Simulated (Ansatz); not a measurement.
Reaction (redistribution): `CC[SiH](O)O` + `O[SiH2][SiH3]` → `O[SiH](O)[SiH3]` + `CC[SiH2]O`

Computed with Ansatz on PBE0-D4/def2-TZVP structures; ΔE is electronic, products minus reactants. CCSD(T)/CBS is the MP2 limit (def2-TZVPP, def2-QZVPP) plus CCSD(T) − MP2 in def2-TZVPP, frozen cores. This one scheme is used for every species. Functionals use def2-TZVPP. B3LYP here is the variant with VWN-RPA as its local correlation; programs differ in this. One conformer a species, not always the lowest.

`CC[SiH](O)O`:

Z-matrix (Å, degrees):
```
C
C 1 1.527
H 1 1.093 2 111.6
H 1 1.092 2 111.1 3 120.4
H 1 1.094 2 111.4 3 -120.0
Si 2 1.859 1 113.7 3 179.2
H 2 1.096 1 110.7 3 57.7
H 2 1.097 1 110.2 3 -59.2
O 6 1.648 2 105.3 1 59.4
O 6 1.646 2 112.8 1 -177.9
H 6 1.485 2 112.8 1 -61.2
H 9 0.958 6 117.5 2 -173.1
H 10 0.958 6 117.5 2 -55.6
```

`O[SiH2][SiH3]`:

```xyz
9

O     1.379    0.112   -1.542
Si   -0.139   -0.241   -0.987
Si   -0.318   -0.007    1.342
H     1.724    0.988   -1.364
H    -1.167    0.629   -1.630
H    -0.391   -1.646   -1.392
H    -1.715   -0.284    1.775
H     0.028    1.386    1.744
H     0.599   -0.937    2.054
```

`O[SiH](O)[SiH3]`:

```xyz
10

O     0.152    1.084   -1.663
Si    0.334    0.732   -0.064
O     1.855    0.221    0.310
Si   -1.059   -1.026    0.618
H     0.228    0.360   -2.287
H     0.035    2.027    0.600
H     2.573    0.850    0.213
H    -0.784   -2.239   -0.203
H    -2.486   -0.649    0.424
H    -0.846   -1.360    2.051
```

`CC[SiH2]O`:

```xyz
12

C     0.266   -0.793   -1.253
C     0.230   -0.841    0.272
Si   -0.024    0.830    1.068
O    -1.444    1.537    0.605
H     1.062   -0.135   -1.614
H    -0.678   -0.422   -1.661
H     0.438   -1.781   -1.688
H    -0.566   -1.512    0.615
H     1.167   -1.255    0.665
H     1.123    1.713    0.701
H    -0.104    0.700    2.544
H    -1.470    1.959   -0.254
```

```
          species  B3LYP energy (Eh)
    `CC[SiH](O)O`         -521.22067
  `O[SiH2][SiH3]`         -657.95051
`O[SiH](O)[SiH3]`         -733.26986
      `CC[SiH2]O`         -445.89862
```

(1) Work out ΔE.

(2) What do rigid-rotor, harmonic-oscillator terms from PBE0-D4/def2-TZVP frequencies (298.15 K, 1 bar) make of the CCSD(T)/CBS value? (Estimate.)

Largest T1 diagnostic among the species: 0.013.

Results:

(1) ΔE = (-733.26986) + (-445.89862) − (-521.22067) − (-657.95051) = 0.00270 Eh = +7.1 kJ/mol. CCSD(T)/CBS gives +7.6 kJ/mol.

(2) The calculation gave: ΔZPE = 0.0 kJ/mol, ΔH = +7.7 kJ/mol, ΔS = 3 J/(mol·K), ΔG = +6.9 kJ/mol.

Leaving LDA and LC-ωPBE aside and taking each functional with its dispersion term where it has one, the values, not all of them listed here, spread over 2.9 kJ/mol, from BLYP-D4 to B97M-V.
